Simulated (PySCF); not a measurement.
# Electronic structure of Pt²⁺ (platinum, charge +2) at the UHF level

Configuration: [Xe] 4f14 5d7 6p1, one real determinant (an excited configuration). Calculation: PySCF 2.14, in aug-cc-pwCVTZ-PP with ECP60MDF (8s8p7d4f3g, 122 functions); a scalar-relativistic core potential.

* Total energy: -117.236857 hartree
* One-electron energy: -192.6074 hartree
* Hartree (Coulomb) energy: 85.5538 hartree
* Exchange energy: -10.1833 hartree
* ⟨S²⟩: 6.0051
* ⟨L²⟩: 13.848
* Sum of ⟨r⟩: 22.42 bohr
* Sum of ⟨r²⟩: 39.66 bohr²
* Traceless quadrupole moment −½Σ⟨3z² − r²⟩ along its main axis: -4.38 e·bohr²
* Time after the integrals: roughly 7 core-seconds

```
shell  electrons  mean orbital energy (hartree)  spread (hartree)  rms radius, mean of both spins (bohr)
 5s α          1                       -5.44675                 0                                   1.03
 5s β          1                       -5.26233                 0                                   1.03
 5p α          3                       -3.61950           0.01842                                   1.18
 5p β          3                       -3.36941           0.03501                                   1.18
 5d α          5                       -1.38603           0.04960                                   1.61
 5d β          2                       -1.28280           0.01503                                   1.61
 6p α          1                       -0.69478                 0                                   3.32
```

⟨L²⟩ = 13.85 against 20 for a pure G term, so this real determinant mixes terms. Energies and moments cover only the electrons outside the core potential. Spin-orbit coupling, absent here, splits the open shell strongly.
